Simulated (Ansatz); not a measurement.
C$_{2}$H$_{7}$AlOS, relaxed with RKS PBE0-D4/def2-TZVP in Ansatz 0.2.0 from a PBE-D4/def2-SVP geometry. The force threshold is 0.005 eV/Å; the program also tests the step.

The species carries charge 0 and has multiplicity 1. The bonds changed during the relaxation, so this is another structure than the one it started from.

Start:

```xyz
12

C    -0.344    0.813   -1.942
Al    0.754    0.244   -0.412
S     0.616   -1.954    0.255
C     0.114   -1.023    1.744
O    -0.421    0.284    1.300
H     0.115    1.648   -2.511
H    -0.515   -0.026   -2.650
H    -1.351    1.160   -1.618
H     2.059    1.030    0.083
H    -0.650   -1.557    2.346
H     0.971   -0.755    2.394
H    -1.348    0.136    1.012
```

```
         step  energy (eV)  largest force (eV/Å)  largest move (Å)
            1  -21659.3996                 0.692             0.000
            2  -21659.4469                 0.191             0.025
            3  -21659.4535                 0.108             0.019
            4  -21659.4543                 0.027             0.009
            5  -21659.4545                 0.024             0.014
            6  -21659.4547                 0.018             0.017
            7  -21659.4547                 0.101             0.079
            8  -21659.4554                 0.050             0.007
            9  -21659.4555                 0.063             0.077
           10  -21659.4572                 0.046             0.029
11 (rejected)  -21659.4561                 0.259             0.123
           13  -21659.4583                 0.012             0.030
           15  -21659.4607                 0.111             0.039
           17  -21659.4645                 0.118             0.090
           19  -21659.4669                 0.122             0.051
           21  -21659.4679                 0.007             0.015
23 (rejected)  -21659.4680                 0.192             0.091
           25  -21659.4690                 0.004             0.022
           27  -21659.4696                 0.042             0.025
           29  -21659.4698                 0.007             0.018
           31  -21659.4699                 0.003             0.003
```

End:

```xyz
12

C    -0.370    0.776   -1.926
Al    0.724    0.105   -0.456
S     0.364   -2.000    0.326
C     0.090   -0.955    1.770
O    -0.283    0.377    1.277
H    -0.431    1.869   -1.916
H     0.070    0.496   -2.890
H    -1.389    0.376   -1.916
H     2.153    0.707   -0.115
H    -0.698   -1.333    2.422
H     0.998   -0.784    2.347
H    -1.228    0.366    1.078
```

It took 120 s on 4 threads of an Arm Neoverse V1 on a shared host, with 0.6 GiB of host memory at the peak.
